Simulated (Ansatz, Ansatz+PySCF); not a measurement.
| atom | x (Å) | y (Å) | z (Å) |
| --- | --- | --- | --- |
| C | 0.0000 | 0.0000 | 0.0000 |
| C | 0.8840 | 0.8840 | 0.8840 |
| C | 0.8840 | -0.8840 | -0.8840 |
| C | -0.8840 | 0.8840 | -0.8840 |
| C | -0.8840 | -0.8840 | 0.8840 |
| H | 0.2752 | 1.5336 | 1.5336 |
| H | 1.5336 | 0.2752 | 1.5336 |
| H | 1.5336 | 1.5336 | 0.2752 |
| H | 0.2752 | -1.5336 | -1.5336 |
| H | 1.5336 | -0.2752 | -1.5336 |
| H | 1.5336 | -1.5336 | -0.2752 |
| H | -1.5336 | 0.2752 | -1.5336 |
| H | -1.5336 | 1.5336 | -0.2752 |
| H | -0.2752 | 1.5336 | -1.5336 |
| H | -1.5336 | -1.5336 | 0.2752 |
| H | -0.2752 | -1.5336 | 1.5336 |
| H | -1.5336 | -0.2752 | 1.5336 |

Basis set: def2-SVP (spherical functions). Frozen core: 5 orbitals. Charge 0, multiplicity 1.

Computed with Ansatz (development build ahead of 0.2.0); each method stands on the lowest determinant of its kind that the runs found. Restricted open shells among the atoms or ions are ROHF, correlated in semicanonical orbitals with singles.

The atomization energy at this shape (free ground-state atoms in the same class of orbitals less the molecule, no zero-point energy) of singlet C₅H₁₂:

```json
{"method": "RHF-MP2", "atomization energy": "67.17 eV"}
{"method": "UHF-MP2", "atomization energy": "67.13 eV"}
{"method": "RHF", "atomization energy": "54.39 eV"}
```

(1) What does UHF give?

Answers

(1) 53.84 eV.
